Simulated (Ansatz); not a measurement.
Geometry optimisation, RKS PBE0-D4/def2-SVP (Ansatz 0.2.0).

The input (input.yaml):

```yaml
crystal:
  periodic: [false, false, false]
  atoms:
    - { symbol: Ge, position_ang: [-0.07814, 0.084045, -0.774748] }
    - { symbol: Cl, position_ang: [1.817619, 0.161456, 2.064548] }
    - { symbol: H, position_ang: [2.139584, -0.210622, 0.826213] }
    - { symbol: H, position_ang: [-1.19118, 1.174475, -0.405134] }
    - { symbol: F, position_ang: [-1.118083, -1.315454, -0.60018] }
basis:
  gaussian: { orbitals: def2-SVP }
hamiltonian:
  xc: pbe0
  dispersion: d4
relax:
  f_tol: 0.03
  max_steps: 50
```

Launched with:

```bash
$ ansatz run input.yaml --threads 1 --pin off --max-ram 2048MiB --backend cpu --events-out ev --progress --plain --runs-dir out
```

Task: Where does it end, and by what steps?

Result: The forces met the threshold. The force dipped under the threshold on the way, but the program's further checks kept it going. After 11 steps the energy has fallen by 0.199 eV; Cl2 moved furthest, 0.78 Å.

```json
{"step": "0", "energy less start (eV)": "0.0000", "largest force component (eV/Å)": "1.159", "accepted": "yes"}
{"step": "1", "energy less start (eV)": "-0.0318", "largest force component (eV/Å)": "1.049", "accepted": "yes"}
{"step": "2", "energy less start (eV)": "-0.0735", "largest force component (eV/Å)": "0.592", "accepted": "yes"}
{"step": "3", "energy less start (eV)": "-0.1168", "largest force component (eV/Å)": "0.774", "accepted": "yes"}
{"step": "4", "energy less start (eV)": "-0.1782", "largest force component (eV/Å)": "0.123", "accepted": "yes"}
{"step": "5", "energy less start (eV)": "-0.1888", "largest force component (eV/Å)": "0.223", "accepted": "yes"}
{"step": "6", "energy less start (eV)": "-0.1383", "largest force component (eV/Å)": "1.353", "accepted": "no"}
{"step": "7", "energy less start (eV)": "-0.1961", "largest force component (eV/Å)": "0.100", "accepted": "yes"}
{"step": "8", "energy less start (eV)": "-0.1940", "largest force component (eV/Å)": "0.411", "accepted": "no"}
{"step": "9", "energy less start (eV)": "-0.1982", "largest force component (eV/Å)": "0.020", "accepted": "yes"}
{"step": "10", "energy less start (eV)": "-0.1983", "largest force component (eV/Å)": "0.138", "accepted": "yes"}
{"step": "11", "energy less start (eV)": "-0.1990", "largest force component (eV/Å)": "0.006", "accepted": "yes"}
```

```xyz
5
Properties=species:S:1:pos:R:3
Ge -0.127 0.166 -0.934
Cl 1.346 0.312 1.465
H 2.351 -0.408 1.098
H -1.077 1.152 -0.089
F -0.923 -1.328 -0.430
```

Time of the run: 32 s on 1 thread of Arm Neoverse V2, with other jobs on the host, peak memory 0.14 GiB.
